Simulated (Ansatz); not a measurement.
`C=CCCCCC` + H–F → `C=CCF` + `CCCC`  (substitution at a C–C bond)

Isolated molecules relaxed with PBE0-D4/def2-TZVP in Ansatz; ΔE leaves out vibrations. CCSD(T)/CBS is the MP2 limit (def2-TZVPP, def2-QZVPP) plus CCSD(T) − MP2 in def2-TZVPP, frozen cores. This one scheme is used for every species. Functionals use def2-TZVPP. One conformer a species, not always the lowest.

`C=CCCCCC`:

Z-matrix (Å, degrees):
```
C
C 1 1.492
C 1 1.531 2 113.7
H 1 1.094 2 109.2 3 121.9
H 1 1.096 2 109.2 3 -122.1
C 2 1.326 1 124.9 3 -114.4
H 2 1.089 1 116.6 3 65.2
C 3 1.523 1 115.3 2 -58.3
H 3 1.096 1 108.3 2 179.3
H 3 1.095 1 108.4 2 64.2
H 6 1.084 2 121.7 1 179.6
H 6 1.086 2 121.3 1 -0.6
C 8 1.521 3 114.6 1 -59.8
H 8 1.096 3 108.4 1 178.6
H 8 1.096 3 109.9 1 63.6
C 13 1.519 8 112.6 3 -175.9
H 13 1.097 8 109.2 3 -53.8
H 13 1.095 8 110.0 3 62.0
H 16 1.094 13 111.0 8 -59.6
H 16 1.092 13 111.7 8 -179.8
H 16 1.094 13 111.1 8 59.9
```

H–F:

```xyz
2

F    -0.246   -0.178   -0.346
H     0.246    0.178    0.346
```

`C=CCF`:

Cartesian coordinates in Å:
```
C 0.026 1.315 -0.418
C 0.542 0.186 0.038
C -0.230 -1.058 0.298
F -1.567 -0.905 0.008
H 0.646 2.187 -0.586
H -1.032 1.400 -0.637
H 1.605 0.110 0.255
H 0.155 -1.885 -0.311
H -0.146 -1.350 1.352
```

`CCCC`:

```xyz
14

C     1.295    0.921    1.125
C     0.210    0.726    0.080
C    -0.209   -0.726   -0.081
C    -1.296   -0.921   -1.124
H     2.195    0.355    0.868
H     1.579    1.971    1.220
H     0.961    0.577    2.108
H     0.557    1.108   -0.888
H    -0.668    1.327    0.343
H    -0.554   -1.109    0.887
H     0.669   -1.327   -0.346
H    -0.964   -0.574   -2.107
H    -2.196   -0.357   -0.865
H    -1.579   -1.971   -1.221
```

```json
{"level": "PBE-QIDH", "ΔE (kJ/mol)": "41.8"}
{"level": "PBE", "ΔE (kJ/mol)": "23.3"}
```

(1) What does CCSD(T)/CBS give? (An estimate is asked.)

Largest T1 diagnostic among the species: 0.011.

Results:

(1) The calculation gave: +47.6 kJ/mol. The listed levels differ from it by -5.8, -24.3 kJ/mol.

The D4 term adds +14.7 kJ/mol with B3LYP and +8.8 kJ/mol with PBE0; it sums over pairs of atoms, weighted by their polarisabilities, and B3LYP, whose exchange is more repulsive, gets the larger term. In def2-TZVPP, CCSD(T) changes the Hartree–Fock value by +33.6 kJ/mol (the triples alone add +3.7 kJ/mol) and MP2 by +45.5 kJ/mol. From PBE to PBE0 (25 % exact exchange), in def2-TZVPP and without D4, ΔE moves by +5.1 kJ/mol.

CCSD(T)/CBS has its own doubt, a few kJ/mol and more with outer-core shells, so smaller differences from it don't rank the levels.

B3LYP here is the variant with VWN-RPA as its local correlation; programs differ in this.
